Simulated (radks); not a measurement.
Neutral bromine inside a hard spherical wall (all orbitals vanish at R), configuration held at [Ar] 3d10 4s2 4p5 and not refilled when levels cross. Method: non-relativistic Kohn-Sham, PBE, spin-unpolarised, spherical densities, point nucleus; computed with a radial shooting solver on a logarithmic mesh with Libxc functionals. Eigenvalues in eV, with the zero of energy where the potential of the charges vanishes at infinity; a dash marks a level that is unbound or too diffuse for the functional's potential to be trusted. A positive occupied level is held by the wall or, in an anion where self-interaction has pushed it up, behind a barrier. The pressure on the wall is -dE/dV.

R (bohr)  E (hartree)  kinetic (hartree)    e(3p)    e(3d)    e(4s)   e(4p)  e(5s, empty)  e(5p, empty)  pressure (GPa)
free      -2573.77645           2572.262  -171.67  -68.349  -19.421  -7.896             -             -               0
20        -2573.77645           2572.262  -171.67  -68.349  -19.421  -7.896             -             -        < 0.0001
12        -2573.77645           2572.262  -171.67  -68.349  -19.421  -7.896        -0.242         1.109        < 0.0001
8         -2573.77591           2572.268  -171.63  -68.306  -19.386  -7.862         0.913         3.371          0.0302
7         -2573.77398           2572.285  -171.52  -68.197  -19.299  -7.776         1.982         5.115           0.179
4         -2573.51627           2573.699  -166.49  -63.209  -15.597  -3.616        21.701        30.448            62.7
1.5       -2539.56914           2675.941  -72.998   31.729   142.31  169.79        512.09        528.46           95800
